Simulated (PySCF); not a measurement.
## Eu²⁸⁺: fine-structure interval

Eu²⁸⁺ [Ar] 3d10 4s2 4p5 [4p1/2^2 4p3/2^3, M_J = 3/2] → Eu²⁸⁺ [Ar] 3d10 4s2 4p5 [4p1/2^1 4p3/2^4, M_J = 1/2], as a difference of total energies. All numbers are calculated (PySCF 2.14, the two-component X2C-1e Hamiltonian, in an even-tempered Gaussian basis (17 s from 2.4 bohr⁻², ratio 2.8; 14 p from 3.1 bohr⁻², ratio 2.8; 8 d from 5.6 bohr⁻², ratio 2.8; 4 f from 17 bohr⁻², ratio 3)). Correlated levels: [Ne] frozen; the 80 highest virtual spinors dropped. "Screened" scales the spin-orbit matrix elements by Boettger's factors to mimic the two-electron term; Breit and QED terms are absent.

| method | fine-structure interval (cm⁻¹) |
| --- | --- |
| GHF (screened spin-orbit) | 320720 |
| GMP2 (screened spin-orbit) | 321230 |
| GHF (bare spin-orbit) | 332040 |
